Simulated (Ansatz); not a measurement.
`O[C](F)(Cl)[ZnH]` and `OC(F)([SiH3])Cl` differ in one atom or group.

Ansatz, PBE0-D4/def2-TZVP geometries, multiplicity 1. Each molecule was computed in one conformer, which needn't be the lowest.

Scalar relativity is left out up to krypton.

| property | `O[C](F)(Cl)[ZnH]` |
| --- | --- |
| HOMO–LUMO gap (PBE/def2-TZVPP) / eV | 5.02 |
| size of the dipole moment (B3LYP/def2-TZVPP) / D | 1.08 |
| ideal-gas entropy at 298 K and 1 bar (rigid rotor, harmonic PBE0-D4/def2-TZVP) / J/(mol·K) | 344 |
| HOMO energy (PBE0/def2-TZVPP) / eV | -7.86 |
| LUMO energy (B3LYP/def2-TZVPP) / eV | -1.14 |
| zero-point energy (PBE0-D4/def2-TZVP) / kJ/mol | 78.8 |

Question: Give the same properties after the change, and the shifts. (Estimate.)

Answer: Ansatz gave: 
```csv
property,`OC(F)([SiH3])Cl`,shift
HOMO–LUMO gap (PBE/def2-TZVPP) / eV,6.31,1.29
size of the dipole moment (B3LYP/def2-TZVPP) / D,0.84,-0.24
"ideal-gas entropy at 298 K and 1 bar (rigid rotor, harmonic PBE0-D4/def2-TZVP) / J/(mol·K)",338,-6
HOMO energy (PBE0/def2-TZVPP) / eV,-8.78,-0.92
LUMO energy (B3LYP/def2-TZVPP) / eV,-0.36,0.78
zero-point energy (PBE0-D4/def2-TZVP) / kJ/mol,129.6,50.8
```

With PBE0 the HOMO falls by 0.92 eV and the LUMO rises by 0.74 eV, so the gap widens by about 1.66 eV. PBE moves the HOMO by -0.78 eV and ωB97M-V by -0.96 eV. The zero-point energy changes by 50.8 kJ/mol with +6 modes. Dipoles are sizes alone; their direction can turn.

Positive LUMOs are unbound, so they and the gaps depend on the basis.

B3LYP here is the variant with VWN-RPA as its local correlation; programs differ in this.
